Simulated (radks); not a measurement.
Question: Valence configurations of Tb II (all share [Xe]). Method: scalar-relativistic Kohn-Sham, PBE, spin-polarised, spherical densities, point nucleus; open shells are filled with parallel spins first (spin-orbit coupling, left out, can overturn this in heavy ions); computed with a radial shooting solver on a logarithmic mesh with Libxc functionals. Order these by energy: 4f7 5d3; 4f8.5 5d0.5 6s1; 4f9 6s1; 4f8 6s1 6p1; 4f8 5d1 6s1; 4f8 6s2; 4f10; 4f9 6p1; 4f7 5d2 6s1; 4f9 5d1.

Answer: From the lowest, in eV above it: 4f9 6s1 0.000; 4f8.5 5d0.5 6s1 0.300; 4f8 5d1 6s1 1.485; 4f8 6s2 1.670; 4f9 5d1 1.890; 4f9 6p1 3.427; 4f10 3.859; 4f8 6s1 6p1 4.779; 4f7 5d2 6s1 6.907; 4f7 5d3 7.228. NIST lists [Xe] 4f9 6s1 as the ground configuration; this level of theory agrees among the configurations tried. The energies are those of spherical high-spin densities, not of single terms.
